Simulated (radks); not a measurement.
Initial-state core-level shifts of neutral gadolinium when its valence configuration changes from [Xe] 4f7 5d1 6s2. All-electron calculation, scalar-relativistic Kohn-Sham, LDA (Slater exchange, Perdew-Wang correlation), spin-unpolarised, spherical densities, finite nucleus; Fermi nuclear charge, rms radius 5.1569 fm. Program: a radial shooting solver on a logarithmic mesh with Libxc functionals. Shifts are changes of the shell-averaged eigenvalues in eV (positive: less bound); the change of the density at the nucleus, which sets a Mossbauer isomer shift, is in e/bohr^3, on a base of 6.556e+05.

| valence | 2s | 3p | 3d | 4d | density at nucleus |
|---|---|---|---|---|---|
| 4f7 6s2 6p1 | -3.281 | -3.224 | -3.237 | -3.258 | +13.64 |
| 4f7 5d1.5 6s1.5 | +0.773 | +0.755 | +0.760 | +0.770 | -17.03 |
| 4f6.5 5d1.5 6s2 | -3.838 | -4.336 | -4.285 | -3.769 | +18.83 |
| 4f7.5 5d1 6s1.5 | +4.237 | +4.653 | +4.613 | +4.220 | -33.23 |
| 4f8 5d1 6s1 | +7.726 | +8.488 | +8.413 | +7.743 | -60.35 |
| 4f6.5 5d1 6s2 6p0.5 | -5.497 | -5.972 | -5.927 | -5.416 | +25.65 |
| 4f7 5d1 6s1 6p1 | -1.308 | -1.305 | -1.305 | -1.310 | -26.11 |
| 4f6 5d1.5 6s2 6p0.5 | -9.642 | -10.673 | -10.572 | -9.431 | +45.97 |
| 4f6 5d1 6s1 6p2 | -12.678 | -13.682 | -13.588 | -12.441 | +19.13 |
